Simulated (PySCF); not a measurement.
SbBr₃, SMILES [Br][Sb]([Br])[Br]. Heavy atoms are numbered as in [Sb:1]([Br:2])([Br:3])[Br:4].

Geometry: B3LYP-D3(BJ)/def2-SVP. The isomer is the one that the SMILES or the coordinates give; other isomers of the formula were not compared. The def2 effective core potentials stand for the cores of Sb; spin–orbit coupling is left out.

All values below come from r2SCAN/def2-TZVP (PySCF).

ESP charges are fitted to the potential on shells at 1.4 to 2.0 van der Waals radii. Atomic charges (e), one atom of each kind:

```
atom  Löwdin  ESP fit  Mulliken
----  ------  -------  --------
Sb1     0.10     0.41      0.80
Br2    -0.03    -0.14     -0.27
```
